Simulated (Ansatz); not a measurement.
Relaxation of H$_{4}$OSSiTe (8 atoms, charge 0, multiplicity 1), to a largest force component of 0.02 eV/Å in at most 50 steps.

Computed with RKS B3LYP-D4/def2-SVP in Ansatz.

```xyz
8
Properties=species:S:1:pos:R:3
O -0.902 1.463 -0.610
Si 0.012 0.512 0.389
S 1.823 0.046 -0.624
Te -1.133 -1.578 0.899
H -1.136 0.941 -1.435
H 0.307 1.244 1.641
H 2.333 -0.727 0.479
H -1.212 -1.958 -0.796
```

Task: Where does it end, and by what steps?

Result: The run converged. After 12 steps the energy has fallen by 0.327 eV; H8 moved furthest, 0.62 Å.

| step | energy less start (eV) | largest force component (eV/Å) | accepted |
| --- | --- | --- | --- |
| 0 | 0.0000 | 1.569 | yes |
| 1 | -0.1781 | 0.833 | yes |
| 2 | -0.2615 | 0.577 | yes |
| 3 | -0.3041 | 0.240 | yes |
| 4 | -0.3123 | 0.174 | yes |
| 5 | -0.3195 | 0.162 | yes |
| 6 | -0.3222 | 0.089 | yes |
| 7 | -0.3238 | 0.201 | yes |
| 8 | -0.3249 | 0.255 | yes |
| 9 | -0.3258 | 0.098 | yes |
| 10 | -0.3265 | 0.041 | yes |
| 11 | -0.3257 | 0.129 | no |
| 12 | -0.3268 | 0.014 | yes |

```xyz
8
Properties=species:S:1:pos:R:3
O -0.840 1.602 -0.614
Si -0.022 0.556 0.381
S 1.859 0.105 -0.581
Te -1.250 -1.590 0.934
H -1.095 1.278 -1.487
H 0.107 1.278 1.669
H 2.100 -1.006 0.153
H -0.766 -2.280 -0.510
```

Time of the run: 43 s on 2 threads of Arm Neoverse V1, on a shared host, peak memory 0.22 GiB.
